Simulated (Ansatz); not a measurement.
The multiplicity is imposed and other spin states were not computed.

Cartesian coordinates (Å):
```xyz
5

Ag    -0.0168     0.0075     0.0244
O      0.8042     0.0608    -2.0110
H      1.2483     0.8904    -2.2376
H      0.1462    -0.0761    -2.7075
Cl    -0.8927    -0.0130     2.1210
```
Charge 0, multiplicity 1.

Computed with frozen-core CCSD(T)/def2-TZVPP // r2SCAN-D4/def2-SVP run with Ansatz (an electronic-structure program).

- HF energy = -681.75080 Ha
- MP2 correlation energy = -1.12808 Ha

**Question.** Estimate the CCSD correlation energy, the (T) correction, the total energy and the T1 diagnostic.

**Answer.** 
```json
{
 "CCSD correlation energy": "-1.11298 Ha",
 "(T) correction": "-0.03683 Ha",
 "CCSD(T) total energy": "-682.90060 Ha",
 "T1 diagnostic": "0.016"
}
```
